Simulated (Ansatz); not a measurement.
Geometry optimisation, Ansatz 0.2.0, DFT PBE, scalar-relativistic, plane waves, PAW.

input.yaml

```yaml
crystal:
  lattice:
    - [0.0, 5.43, 5.43]
    - [5.43, 0.0, 5.43]
    - [5.43, 5.43, 0.0]
  atoms:
    - { symbol: Si, position: [0.0, 0.0, 0.0] }
    - { symbol: Si, position: [0.125, 0.125, 0.125] }
    - { symbol: Si, position: [0.0, 0.0, 0.5] }
    - { symbol: Si, position: [0.125, 0.125, 0.625] }
    - { symbol: Si, position: [0.0, 0.5, 0.0] }
    - { symbol: Si, position: [0.125, 0.625, 0.125] }
    - { symbol: Si, position: [0.0, 0.5, 0.5] }
    - { symbol: Si, position: [0.125, 0.625, 0.625] }
    - { symbol: Si, position: [0.5, 0.0, 0.0] }
    - { symbol: Si, position: [0.625, 0.125, 0.125] }
    - { symbol: Si, position: [0.5, 0.0, 0.5] }
    - { symbol: Si, position: [0.625, 0.125, 0.625] }
    - { symbol: Si, position: [0.5, 0.5, 0.0] }
    - { symbol: Si, position: [0.625, 0.625, 0.125] }
    - { symbol: Si, position: [0.5, 0.5, 0.5] }
    - { symbol: Si, position: [0.625, 0.625, 0.625] }
    - { symbol: Cu, position: [0.75568625, 0.74396551, 0.75495623] }
total_charge: 1
basis:
  ecutwfc: 420.0
kpoints:
  mp_grid: { grid: [2, 2, 2] }
hamiltonian:
  xc: pbe
  pseudopotentials: { kind: paw, azcp: { folder: soft_1 } }
scf:
  occupations: { method: gaussian, width: 0.05 }
  lower_state_search: "off"
relax:
  f_tol: 0.03
  max_steps: 60
  adjacent_minimum: "off"
```

Run as:

```bash
$ ansatz run input.yaml --threads 1 --pin off --max-ram 3072MiB --backend cpu --events-out ev --progress --plain --runs-dir out
```

Problem. Where does it end, and by what steps?

Solution. It converged. Limits of this set-up: coarse k mesh, charged cell in a uniform background, uncorrected. After 8 steps the energy has fallen by 0.142 eV; Si8 moved furthest, 0.25 Å.

```json
{"step": "0", "energy less start (eV)": "0.0000", "largest force component (eV/Å)": "0.616", "accepted": "yes"}
{"step": "1", "energy less start (eV)": "-0.0991", "largest force component (eV/Å)": "0.192", "accepted": "yes"}
{"step": "2", "energy less start (eV)": "-0.1078", "largest force component (eV/Å)": "0.051", "accepted": "yes"}
{"step": "3", "energy less start (eV)": "-0.0664", "largest force component (eV/Å)": "0.529", "accepted": "no"}
{"step": "4", "energy less start (eV)": "-0.1141", "largest force component (eV/Å)": "0.100", "accepted": "yes"}
{"step": "5", "energy less start (eV)": "-0.1145", "largest force component (eV/Å)": "0.168", "accepted": "yes"}
{"step": "6", "energy less start (eV)": "-0.1325", "largest force component (eV/Å)": "0.178", "accepted": "yes"}
{"step": "7", "energy less start (eV)": "-0.1405", "largest force component (eV/Å)": "0.062", "accepted": "yes"}
{"step": "8", "energy less start (eV)": "-0.1416", "largest force component (eV/Å)": "0.026", "accepted": "yes"}
```

```xyz
17
Lattice="0.0000 5.4300 5.4300 5.4300 0.0000 5.4300 5.4300 5.4300 0.0000" Properties=species:S:1:pos:R:3
Si 0.058 -0.057 -0.053
Si 1.395 1.297 1.294
Si 2.668 2.763 -0.009
Si 4.135 4.036 1.295
Si 2.673 -0.002 2.760
Si 4.138 1.295 4.040
Si 5.436 2.759 2.760
Si 6.643 4.220 4.214
Si 0.072 2.670 2.665
Si 1.411 4.022 4.023
Si 2.764 5.361 2.666
Si 4.071 6.792 4.005
Si 2.767 2.668 5.363
Si 4.079 4.014 6.784
Si 5.297 5.568 5.557
Si 6.851 6.785 6.785
Cu 7.983 8.314 8.293
```

Run time: 49 s on 1 thread of Arm Neoverse V2 (shared host), peak memory 0.56 GiB.
